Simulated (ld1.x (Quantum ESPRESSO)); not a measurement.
## Before and after: TM potential for Ca (Z = 20)

```json
{
  "Element": "Ca (Z = 20)",
  "Generator": "ld1.x (Quantum ESPRESSO) 7.5",
  "Type": "norm-conserving Troullier–Martins (Kleinman–Bylander form)",
  "Functional": "PBEsol",
  "Relativity": "scalar-relativistic",
  "Frozen core": "[Ne]",
  "Valence charge": "10",
  "Reference configuration": "3s2 3p6 3d0 4s1 4p1",
  "Partial waves": "3s (bound): rc 1.55 bohr; 3d (bound, empty): rc 3.05 bohr; 3p (bound): rc 1.85 bohr",
  "Local potential": "the p channel",
  "Core correction": "none"
}
```

Occupied shells without a wave of their own: 4p, 4s. They enter only through the test configuration that unscreens the potential.

All-electron outer shells of the reference configuration (PBEsol, scalar-relativistic, ld1.x):

```
shell  level (eV)  outermost node (bohr)  outermost maximum (bohr)
   2s     -415.16                   0.10                      0.30
   2p     -335.87                      –                      0.25
   3s      -48.33                   0.45                      0.99
   3p      -29.30                   0.42                      1.04
   4s       -4.41                   1.42                      3.33
   3d       -3.04                      –                      1.26
   4p       -1.93                   1.62                      4.34
```

Change: all radii scaled by about 0.80 (s 1.24, p 1.48, d 2.42 bohr).

Cutoffs: the cutoffs (Ry, on a coarse ladder) from which the occupation-weighted sum of valence levels, in a spherical-Bessel basis at the reference potential, stays within 10 and 1 mRy of its value at 400 Ry; they do not see the model core or the augmentation charge, which bear on the density cutoff. Errors are all-electron minus pseudo energies relative to the spin-unpolarised reference configuration.

What does the change do?

The potential gets harder (45 Ry and 70 Ry → 80 Ry and 120 Ry); of the 7 tests that both files solve, the error grows in 1 and shrinks in 6 by more than 15 % and 0.3 meV (median size 84.5 → 32.3 meV); neither file shows a bound ghost. A smaller radius makes the pseudo-wave follow the all-electron one further in, where it bends more sharply, so more plane waves are needed.

```tsv
quantity	base	changed
cutoff, loose	45 Ry	80 Ry
cutoff, tight	70 Ry	120 Ry
loose cutoff by channel (10 mRy a level)	s 30 Ry, p 25 Ry	s 70 Ry, p 25 Ry
bound ghosts	none	none
largest miss of a reference level, eV	0.10	0.04
error for 3s2 3p6 3d0 4s2 4p0, meV [ΔE -2.43 eV]	+85	+32
error for 3s2 3p6 3d0 4s1 4p0, meV [ΔE 3.88 eV]	-13	-11
error for 3s2 3p6 3d0 4s0 4p0, meV [ΔE 15.56 eV]	-211	-95
error for 3s1 3p6 3d0 4s2 4p0, meV [ΔE 51.66 eV]	+238	+104
error for 3s2 3p6 3d0 4s1.5 4p0, meV [ΔE 0.08 eV]	+45	+15
error for 3s2 3p6 3d1 4s0 4p0, meV [ΔE 5.20 eV]	-5.5	-15
error for 3s2 3p6 3d0 4s0 4p2, meV [ΔE 2.52 eV]	-100	-37
```

Base: The 4p, 4s levels have no wave, so the channel is fitted at the deeper level alone: the likely source of the large errors.
